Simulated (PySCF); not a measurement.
Gas-phase reaction: WF₆ + W₂O₆ = 3 WO₂F₂

Method: PySCF energies (xtb for GFN2) plus ideal-gas RRHO corrections (1 bar). † marks an energy on the PBE0/def2-TZVP geometry and frequencies; other levels use their own. CCSD(T) freezes the core. All species are closed-shell singlets. B3LYP is the form with VWN-RPA correlation. W: scalar-relativistic def2 core potential, no spin-orbit coupling. W₂O₆, WO₂F₂: computed as isolated molecules; such fragments, hydroxides, amides, oligomers or adducts are transient or little studied in the gas. CCSD(T) isn't extrapolated to the basis-set limit. The harmonic model lacks anharmonicity and excited electronic states, which grow with temperature; levels with a mode under 35 cm⁻¹ are left out. Soft modes under 120 cm⁻¹ make the harmonic entropy rough for W₂O₆. Warning, large T1 diagnostic: W₂O₆, WF₆, WO₂F₂ (CCSD(T)/def2-SVP†). Warning, point group unlike the PBE0 one: WO₂F₂ (GFN2-xTB).

```
level               ΔE electronic, kJ  ΔH°(298 K), kJ  ΔS°(298 K), J/K  ΔG°(1000 K), kJ
------------------  -----------------  --------------  ---------------  ---------------
B3LYP/def2-TZVP†                  -91             -95              213             -300
CCSD(T)/def2-SVP†                 -89             -94              213             -299
GFN2-xTB                          354             353              204              161
M06-2X/def2-TZVP†                 -64             -69              213             -274
PBE0/def2-QZVP†                   -70             -75              213             -280
PBE0/def2-SVP†                    -77             -81              213             -287
PBE0/def2-TZVP                    -70             -74              213             -279
r2SCAN/def2-TZVP†                 -42             -46              213             -251
LDA/def2-TZVP†                     13               8              213             -197
ωB97M-V/def2-TZVP†                -49             -53              213             -258
```
ΔH° is lowest at B3LYP/def2-TZVP† and highest at GFN2-xTB. No reference value is set beside these.
